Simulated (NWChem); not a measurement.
System: GeNH₅O₂; SMILES [NH2][GeH]([OH])[OH]

```xyz
9

Ge    -0.0424     0.0090     0.3182
N     -0.1180    -1.6425    -0.4360
O     -1.2497     1.1271    -0.3392
O      1.4927     0.7710    -0.1472
H     -0.2062    -0.1225     1.8374
H     -0.6289    -2.3411     0.0959
H     -0.4282    -1.6664    -1.4038
H     -0.8164     1.8716    -0.7731
H      2.1532     0.1079    -0.3764
```
Atoms are numbered in this order, from 1.

The geometry was optimised at PBE0/def2-SVP.

Task: Give the principal values of the shielding tensors (ppm) of Ge1, N2, O3, O4 from BHandHLYP/pcSseg-1, GIAO (NWChem), with their diamagnetic and paramagnetic parts as GIAO splits them.

Result: 
| atom | σ11 | σ22 | σ33 | isotropic | diamagnetic | paramagnetic |
|---|---|---|---|---|---|---|
| Ge1 | 1286.8 | 1385.0 | 1396.9 | 1356.2 | 2756.5 | -1400.3 |
| N2 | 210.8 | 226.3 | 275.4 | 237.5 | 320.7 | -83.1 |
| O3 | 255.4 | 317.1 | 320.3 | 297.6 | 393.5 | -95.9 |
| O4 | 251.1 | 314.6 | 318.2 | 294.6 | 394.3 | -99.6 |
